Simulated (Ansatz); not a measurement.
Species: C2H5Ge, charge 0, doublet. C2H5Ge (SMILES [CH](/[GeH3])=[C]\[H], doublet).
B3LYP-D3(BJ)/def2-TZVP minimum from Ansatz (a program for electronic structure):
```
C
C 1 1.2971
H 2 1.0798 1 140.18
H 1 1.0951 2 121.19 3 0.00
Ge 1 1.9641 4 116.43 2 180.00
H 5 1.5342 1 109.37 4 -180.00
H 5 1.5403 6 110.22 1 120.16
H 5 1.5403 6 110.22 7 119.67
```
Charge 0, spin multiplicity 2.

Total energies in cc-pVDZ, 17 correlated electrons, 16 frozen orbitals. UHF or UKS for unpaired electrons; spin-orbit terms are left out. Cores are frozen in correlated methods (noble-gas shells, and filled d and f shells in the p block). No relativity. The UHF reference of C2H5Ge ([H]/[C]=[CH]/[GeH3], doublet) is spin-contaminated (<S^2> up to 0.17 over the pure value in the sets run).

| method | program | energy (Eh) | minus CCSDT(Q) (mEh) |
|---|---|---|---|
| HF | Ansatz | -2153.88998 | 396.89 |
| MP2 | Ansatz | -2154.21745 | 69.42 |
| CCSD | Ansatz | -2154.27188 | 14.99 |
| CCSD(T) | Ansatz | -2154.28439 | 2.48 |
| CCSDT(Q) | Ansatz | -2154.28687 | 0.00 |

Rough core times of Ansatz's runs on a shared machine: CCSD(T) under 20 s, CCSDT(Q) 10 min.
